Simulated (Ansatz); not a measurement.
Consider the isomerisation: `N[SiH](O)[SbH2]` → `[OH][SbH][NH][SiH3]`.

Program: Ansatz. Geometries: PBE0-D4/def2-TZVP. ΔE: electronic, gas phase. CCSD(T)/CBS adds triple-zeta CCSD(T) − MP2 to the extrapolated MP2 energy (def2 sets, frozen cores). DFT in def2-TZVPP. B3LYP here is the variant with VWN-RPA as its local correlation; programs differ in this. Elements past krypton have def2 core potentials. For Sb outer-core shells are correlated without core-valence functions, which leaves a few kJ/mol of doubt a bond. Each species was taken in one conformer, which may not be the lowest.

CCSD(T)/CBS gives +118.8 kJ/mol.

Q: Another level gave +119.6 kJ/mol. Which?
A. B3LYP-D4/def2-TZVPP
B. ωB97M-V/def2-TZVPP
C. SCS-MP2/def2-TZVPP
D. PBE0/def2-TZVPP

A: A. B3LYP-D4 119.6, ωB97M-V 124.7, PBE0 134.3, SCS-MP2/def2-TZVPP 112.2 kJ/mol.

Largest T1 diagnostic among the species: 0.014.

From PBE to PBE0 (25 % exact exchange), in def2-TZVPP and without D4, ΔE moves by +9.6 kJ/mol. In def2-TZVPP, CCSD(T) changes the Hartree–Fock value by −4.2 kJ/mol (the triples alone add −2.9 kJ/mol) and MP2 by −3.9 kJ/mol.
